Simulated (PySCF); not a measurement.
Isomers of CH5BN2. Gas-phase values, no solvent. One relaxed conformer stands for each flexible species; it need not be the lowest. Strings in code marks are SMILES.

The four lowest singlet excitations (Tamm–Dancoff). Method: PBE-D3(BJ)/def2-TZVP // B3LYP-D3(BJ)/def2-TZVP run with PySCF. Excitations are Tamm–Dancoff values on a coarser integration grid. The basis has no diffuse functions, so Rydberg states are missing or too high.

```csv
state,energy (eV),wavelength (nm),oscillator strength
S1,5.39,230,0.020
S2,5.93,209,0.054
S3,6.08,204,0.000
S4,6.48,191,0.007
```

Name which member gives these states.
A) `[H]/N=C(\B)N` (H–B–C–N torsion -122°, N–C–N–H torsion 7°)
B) `[H]/N=B/NC` (C–N–B–N torsion 81°)
C) `C=NBN` (C–N–B–N torsion -91°, N–B–N–H torsion -173°)
D) `N=BCN` (N–B–C–N torsion 0°, B–C–N–H torsion -58°)

D, `N=BCN` (N–B–C–N torsion 0°, B–C–N–H torsion -58°)
